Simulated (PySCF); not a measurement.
Record of a relaxation.

Compound: C3H8BN.
Atom-mapped SMILES: `[BH2:1][N:2]1[CH2:3][C@@H:4]1[CH3:5]` (hydrogens: H6, H7 on B1; H8, H9 on C3; H10 on C4; H11, H12, H13 on C5)

Method: PySCF 2.14.0, PBE0-D3(BJ)/def2-SVP geometry optimisation, gas phase; density fitting, grid level 1; the optimiser is geomeTRIC in internal coordinates, started from a GFN2-xTB structure with every atom displaced at random (about 0.01 Å). The frame can shift and turn from step to step; on so coarse a grid that alone can change the energy by a few meV, and forces under 0.02 eV/Å are noise.

Step 0: E = -5396.8426 eV, largest atomic force 3.024 eV/Å
```
atom  x, y, z in Å  |  force x, y, z in eV/Å
B1      1.800    0.939    0.444   -1.013   0.488   0.408
N2      0.817    0.018    0.211    0.678  -0.117  -0.319
C3      0.434   -1.203   -0.423    1.269  -0.629   1.098
C4     -0.485   -0.409    0.388   -2.943   0.308   0.626
C5     -1.634    0.353   -0.286    0.386  -0.204   1.189
H6      2.842    0.814   -0.025    1.466  -0.287  -0.632
H7      1.513    1.897    1.093   -0.071   0.355   0.347
H8      0.886   -2.111   -0.014   -0.075  -0.151   0.058
H9      0.364   -1.192   -1.476   -0.256   0.058  -1.596
H10    -0.775   -0.790    1.392    0.291   0.036  -0.292
H11    -1.922    1.211    0.345    0.032  -0.009  -0.117
H12    -1.300    0.725   -1.240    0.146   0.307  -0.763
H13    -2.533   -0.267   -0.420    0.090  -0.155  -0.007
```

Step 1: E = -5397.0177 eV, largest atomic force 0.545 eV/Å
```
atom  x, y, z in Å  |  force x, y, z in eV/Å
B1      1.543    0.642    0.492    0.319  -0.036  -0.086
N2      0.560   -0.292    0.248   -0.307  -0.115   0.024
C3      0.120   -1.452   -0.440   -0.133   0.198  -0.490
C4     -0.815   -0.650    0.418    0.394   0.066   0.090
C5     -1.863    0.269   -0.135   -0.104  -0.062  -0.234
H6      2.640    0.496   -0.018   -0.172   0.010   0.073
H7      1.290    1.576    1.215   -0.035   0.057   0.027
H8      0.472   -2.419   -0.076    0.060  -0.158   0.070
H9      0.018   -1.388   -1.540    0.031   0.013   0.297
H10    -1.042   -1.101    1.392   -0.099   0.012   0.083
H11    -1.984    1.145    0.519   -0.032   0.005   0.037
H12    -1.566    0.636   -1.132   -0.049  -0.051   0.089
H13    -2.841   -0.237   -0.221    0.126   0.060   0.020
```

Step 2: E = -5397.0261 eV, largest atomic force 0.232 eV/Å
```
atom  x, y, z in Å  |  force x, y, z in eV/Å
B1      1.555    0.636    0.497    0.099  -0.008  -0.031
N2      0.562   -0.290    0.252   -0.180   0.031   0.025
C3      0.116   -1.442   -0.444   -0.018  -0.061  -0.101
C4     -0.810   -0.642    0.425    0.217   0.018   0.077
C5     -1.866    0.264   -0.139   -0.002   0.010  -0.051
H6      2.642    0.480   -0.015   -0.034  -0.001   0.021
H7      1.308    1.577    1.217   -0.011  -0.006   0.004
H8      0.470   -2.417   -0.088   -0.004   0.004   0.002
H9      0.011   -1.367   -1.535    0.000   0.018   0.045
H10    -1.045   -1.090    1.401   -0.044   0.016  -0.014
H11    -2.000    1.144    0.509   -0.021  -0.003   0.005
H12    -1.576    0.623   -1.138   -0.004  -0.006   0.009
H13    -2.835   -0.252   -0.219    0.002  -0.011   0.007
```

Step 3: E = -5397.0278 eV, largest atomic force 0.098 eV/Å
```
atom  x, y, z in Å  |  force x, y, z in eV/Å
B1      1.564    0.633    0.496   -0.002  -0.014   0.031
N2      0.563   -0.286    0.255   -0.061   0.061  -0.007
C3      0.113   -1.436   -0.445    0.018  -0.089   0.038
C4     -0.806   -0.635    0.430    0.066   0.019   0.012
C5     -1.868    0.262   -0.141    0.006   0.010   0.015
H6      2.649    0.469   -0.013    0.013  -0.009  -0.017
H7      1.323    1.573    1.220    0.000  -0.005  -0.005
H8      0.466   -2.414   -0.094   -0.004   0.023  -0.006
H9      0.003   -1.354   -1.533   -0.012   0.014  -0.037
H10    -1.048   -1.081    1.406   -0.009   0.000  -0.009
H11    -2.015    1.144    0.501   -0.006  -0.005  -0.002
H12    -1.582    0.615   -1.142    0.006   0.008  -0.010
H13    -2.830   -0.266   -0.217   -0.014  -0.013  -0.004
```

Step 4: E = -5397.0282 eV, largest atomic force 0.065 eV/Å
```
atom  x, y, z in Å  |  force x, y, z in eV/Å
B1      1.568    0.631    0.498   -0.004  -0.027   0.008
N2      0.562   -0.283    0.257   -0.033   0.055  -0.015
C3      0.112   -1.433   -0.445    0.020  -0.046   0.036
C4     -0.805   -0.632    0.432   -0.003   0.005  -0.004
C5     -1.870    0.262   -0.141   -0.001  -0.002   0.016
H6      2.648    0.458   -0.018    0.022   0.006  -0.005
H7      1.334    1.573    1.221    0.002  -0.008  -0.003
H8      0.466   -2.411   -0.095   -0.002   0.011  -0.001
H9      0.001   -1.349   -1.532   -0.007   0.007  -0.022
H10    -1.050   -1.078    1.407    0.004  -0.001  -0.001
H11    -2.024    1.143    0.500   -0.001  -0.003   0.000
H12    -1.583    0.616   -1.142    0.005   0.007  -0.004
H13    -2.829   -0.273   -0.220   -0.004  -0.004  -0.007
```

Step 5: E = -5397.0284 eV, largest atomic force 0.047 eV/Å
```
atom  x, y, z in Å  |  force x, y, z in eV/Å
B1      1.572    0.628    0.496   -0.004  -0.013   0.014
N2      0.561   -0.281    0.257    0.012   0.027  -0.037
C3      0.111   -1.432   -0.443    0.008  -0.001   0.012
C4     -0.805   -0.629    0.434   -0.041  -0.009  -0.008
C5     -1.871    0.262   -0.141   -0.004  -0.009   0.006
H6      2.653    0.454   -0.020   -0.001  -0.004  -0.001
H7      1.342    1.570    1.221    0.005   0.004   0.003
H8      0.465   -2.409   -0.093    0.003  -0.003   0.002
H9     -0.003   -1.347   -1.531   -0.001  -0.003   0.005
H10    -1.052   -1.075    1.408    0.013   0.004   0.006
H11    -2.032    1.141    0.502    0.002  -0.001   0.002
H12    -1.582    0.620   -1.141    0.003   0.005   0.004
H13    -2.828   -0.277   -0.224    0.005   0.003  -0.006
```

Step 6: E = -5397.0286 eV, largest atomic force 0.043 eV/Å
```
atom  x, y, z in Å  |  force x, y, z in eV/Å
B1      1.575    0.627    0.494    0.012  -0.017   0.013
N2      0.560   -0.278    0.256    0.013   0.012  -0.039
C3      0.110   -1.431   -0.442   -0.002   0.024  -0.002
C4     -0.806   -0.627    0.434   -0.039  -0.018   0.000
C5     -1.873    0.263   -0.141   -0.004  -0.007  -0.006
H6      2.654    0.446   -0.024   -0.008   0.003   0.004
H7      1.351    1.569    1.220    0.002   0.005   0.000
H8      0.465   -2.407   -0.090    0.005  -0.010   0.000
H9     -0.004   -1.348   -1.531    0.002  -0.007   0.017
H10    -1.051   -1.073    1.408    0.011   0.007   0.008
H11    -2.038    1.139    0.505    0.000   0.000   0.003
H12    -1.582    0.625   -1.138    0.001   0.002   0.006
H13    -2.828   -0.279   -0.229    0.006   0.004  -0.003
```

Step 7: E = -5397.0288 eV, largest atomic force 0.043 eV/Å
```
atom  x, y, z in Å  |  force x, y, z in eV/Å
B1      1.579    0.623    0.492    0.012  -0.007   0.009
N2      0.558   -0.275    0.253    0.012  -0.003  -0.042
C3      0.108   -1.431   -0.441   -0.009   0.035  -0.004
C4     -0.808   -0.624    0.434   -0.012  -0.024   0.015
C5     -1.876    0.264   -0.140    0.001   0.000  -0.014
H6      2.656    0.435   -0.028   -0.010   0.002   0.007
H7      1.363    1.567    1.218   -0.001   0.003   0.000
H8      0.464   -2.405   -0.085    0.001  -0.010  -0.002
H9     -0.008   -1.351   -1.529    0.004  -0.007   0.015
H10    -1.050   -1.068    1.410    0.003   0.010   0.006
H11    -2.046    1.136    0.510   -0.002   0.000   0.002
H12    -1.581    0.635   -1.134   -0.001  -0.002   0.005
H13    -2.828   -0.280   -0.237    0.004   0.003   0.001
```

Step 8: E = -5397.0290 eV, largest atomic force 0.039 eV/Å
```
atom  x, y, z in Å  |  force x, y, z in eV/Å
B1      1.582    0.620    0.490    0.006  -0.001   0.015
N2      0.557   -0.273    0.250    0.006  -0.006  -0.038
C3      0.106   -1.430   -0.440   -0.009   0.019   0.007
C4     -0.808   -0.622    0.434    0.005  -0.014   0.020
C5     -1.877    0.265   -0.140    0.003   0.004  -0.009
H6      2.659    0.427   -0.029   -0.004   0.001   0.002
H7      1.371    1.565    1.216   -0.003   0.001  -0.002
H8      0.462   -2.404   -0.083    0.000  -0.004  -0.005
H9     -0.012   -1.353   -1.529    0.001  -0.004   0.004
H10    -1.047   -1.062    1.412   -0.003   0.007   0.002
H11    -2.052    1.134    0.513   -0.003   0.000   0.000
H12    -1.581    0.640   -1.131   -0.001  -0.002   0.001
H13    -2.828   -0.281   -0.241    0.000   0.000   0.002
```

Step 9: E = -5397.0291 eV, largest atomic force 0.029 eV/Å
```
atom  x, y, z in Å  |  force x, y, z in eV/Å
B1      1.586    0.616    0.488   -0.002   0.006   0.017
N2      0.557   -0.272    0.246    0.001  -0.003  -0.029
C3      0.103   -1.430   -0.440   -0.003  -0.004   0.013
C4     -0.809   -0.619    0.435    0.015   0.000   0.017
C5     -1.878    0.267   -0.139    0.003   0.004  -0.002
H6      2.662    0.420   -0.029    0.003  -0.001  -0.002
H7      1.377    1.562    1.215   -0.002  -0.002  -0.001
H8      0.460   -2.404   -0.083   -0.002   0.002  -0.002
H9     -0.018   -1.356   -1.528   -0.003   0.001  -0.007
H10    -1.044   -1.056    1.416   -0.006   0.001  -0.002
H11    -2.056    1.135    0.515   -0.001   0.000  -0.001
H12    -1.581    0.643   -1.129   -0.001  -0.002  -0.003
H13    -2.828   -0.280   -0.243   -0.003  -0.002   0.002
```

Step 10: E = -5397.0291 eV, largest atomic force 0.023 eV/Å
```
atom  x, y, z in Å  |  force x, y, z in eV/Å
B1      1.589    0.613    0.487   -0.007   0.004   0.013
N2      0.558   -0.272    0.242   -0.004   0.002  -0.016
C3      0.099   -1.430   -0.440    0.002  -0.019   0.012
C4     -0.808   -0.617    0.436    0.015   0.012   0.009
C5     -1.878    0.269   -0.139    0.001   0.002   0.004
H6      2.665    0.414   -0.030    0.005  -0.002  -0.004
H7      1.382    1.559    1.214   -0.001  -0.003  -0.001
H8      0.456   -2.404   -0.083    0.000   0.006   0.000
H9     -0.025   -1.358   -1.528   -0.004   0.004  -0.008
H10    -1.041   -1.049    1.419   -0.005  -0.004  -0.004
H11    -2.057    1.136    0.515    0.001   0.001  -0.002
H12    -1.581    0.645   -1.129    0.000  -0.001  -0.004
H13    -2.827   -0.280   -0.241   -0.003  -0.001   0.002
```

**Question.** Summarise the path.

**Answer.** The energy falls by 4.30 kcal/mol from step 0 to step 10; nine tenths of that is first reached at step 1. It falls at every step. The largest force goes from 3.024 to 0.023 eV/Å. Among the bonds B1–H6 changes most, from 1.149 to 1.210 Å; the atoms move by 0.039 Å rms after alignment.

**Question.** Follow the three bonds and two angles with the largest change from start to end.

**Answer.** 
```tsv
step	E above end (kcal/mol)	largest force (eV/Å)	B1–H6 (Å)	C3–H9 (Å)	N2–C4 (Å)	C5–C4–H10 (°)	N2–C4–H10 (°)
0	4.30	3.024	1.149	1.055	1.382	111.8	117.8
1	0.26	0.545	1.219	1.106	1.431	115.8	114.0
2	0.07	0.232	1.212	1.099	1.428	115.4	114.4
3	0.03	0.098	1.209	1.096	1.424	115.1	114.8
4	0.02	0.065	1.209	1.097	1.422	114.9	115.0
5	0.02	0.047	1.210	1.097	1.421	114.9	115.2
6	0.01	0.043	1.211	1.098	1.421	114.9	115.2
7	0.01	0.043	1.211	1.098	1.421	114.9	115.1
8	0.00	0.039	1.210	1.097	1.422	114.9	115.0
9	0.00	0.029	1.210	1.097	1.422	115.0	114.9
10	0.00	0.023	1.210	1.097	1.422	115.0	114.9
```

What follows is the cost of the whole optimisation. On one thread of an Arm Neoverse N1, no GPU, shared host, this took 70 s wall and 0.45 GiB of memory at its peak.
